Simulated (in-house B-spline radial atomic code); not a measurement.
Os⁸⁺. Computed with a B-spline radial atomic code. Model: all-electron spherical atom, spin shells full or empty, radial basis limit, no spin-orbit coupling, Breit or QED, empty-state partial waves extrapolated as (l+1/2)^-4, RPA, G0W0 and static COHSEX of the highest shell as one setting changes (uncorrelated shells keep exact exchange).

Empty levels are discrete states of a finite basis, so the steps are uneven.

Without the two-electron picture change, core correlation of heavy ions comes too large.

Given: element Os; charge 8; filled core Xe; hamiltonian one-electron scalar X2C; mean-field start r2SCAN; highest l of empty states 9; nuclear rms radius 5.4126 fm; lowest nl shells left uncorrelated 0; highest mean-field shell 5p; box radius 7.7 bohr.

Shell: 4f 7 7 (electrons up and down).

```
highest empty level kept (hartree)  RPA correlation energy (hartree)  G0W0 level (eV)  G0W0 minus most complete (meV)  COHSEX level (eV)  linearised minus solved G0W0 (meV)
                                27                            -2.084          -172.63                           479.7            -174.91                                -4.5
                                54                                 ?                ?                               ?                  ?                                   ?
                              94.5                            -3.588          -172.95                           152.8            -175.77                                -4.8
                               162                           -4.2502          -173.01                            95.5            -175.97                                -4.9
                               270                           -4.5955          -173.03                            71.5            -176.04                                -4.9
                               486                           -5.1446          -173.07                            36.7            -176.15                                  -5
                               810                           -5.4111          -173.08                            24.9            -176.19                                  -5
                              1620                           -5.7846           -173.1                              11            -176.23                                  -5
                              3240                           -5.9841           -173.1                             4.8            -176.25                                  -5
                              6750                           -6.1267           -173.1                             1.6            -176.26                                  -5
                             16200                                 ?                ?                               ?                  ?                                   ?
                             54000                             -6.25          -173.11                               0            -176.26                                  -5
```

Task: What follows for highest empty level kept = 54?

Result: RPA correlation energy -2.8627 hartree; G0W0 level -172.85 eV; G0W0 minus most complete 257.7 meV; COHSEX level -175.47 eV; linearised minus solved G0W0 -4.7 meV.

Task: What follows for highest empty level kept = 16200?

Result: RPA correlation energy -6.2117 hartree; G0W0 level -173.11 eV; G0W0 minus most complete 0.4 meV; COHSEX level -176.26 eV; linearised minus solved G0W0 -5 meV.
